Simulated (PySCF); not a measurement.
Excitations are Tamm–Dancoff values on a coarser integration grid. The basis has no diffuse functions, so Rydberg states are missing or too high.

**AlBr₃, SMILES `[Br][Al]([Br])[Br]` (charge 0, multiplicity 1)**

Computed with PySCF with ωB97X-D3(BJ)/def2-TZVP // PBE0-D3(BJ)/def2-TZVP.

HOMO: -11.03 eV
dipole moment: 0.000 e·Å
HOMO–LUMO gap: 11.47 eV
LUMO: 0.44 eV
S1 excitation (TDA): 6.42 eV
S1 oscillator strength: 0.000
T1 excitation (TDA): 6.12 eV
S1–T1 gap (TDA): 0.30 eV
total energy: -7964.8869 Ha
cost: around 4 core-minutes (rough)

Bonds (Å): Br1–Al2 2.229, Al2–Br3 2.229, Al2–Br4 2.229. Bond angles (°): Br1–Al2–Br3 120.0, Br1–Al2–Br4 120.0, Br3–Al2–Br4 120.0.
